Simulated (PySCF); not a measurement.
From computed data to an observable: oscillator strength and radiative lifetime

GeH5MgN, SMILES [NH2][Mg][GeH3].

Coordinates come from a PBE0-D3(BJ)/def2-SVP optimisation. Other conformers were not sampled.

TDA-PBE0/def2-SVPD run with PySCF puts the first singlet state with f over 0.02 at 4.27 eV (vertical), with the transition dipole (-0.635, -0.217, -0.131) in atomic units.

Problem. Find the oscillator strength, the wavelength and the radiative lifetime that this transition would have in vacuum if emission retraced absorption.

Solution. 
|μ|² = 0.4675 au, so |μ| = 1.74 D. ΔE = 4.27/27.211 = 0.1569 hartree. f = (2/3) ΔE |μ|² = 0.049 (the program prints 0.049).
λ = 1239.84/4.27 = 290 nm; ν = 34440 cm⁻¹.
Einstein's coefficient A = 0.6670 ν² f s⁻¹ (ν in cm⁻¹) = 3.9e7 s⁻¹, so τ = 1/A = 26 ns. This state is S1. The figure is the radiative limit of this one transition; relaxation, internal conversion, crossing to triplets and a medium change what is measured.
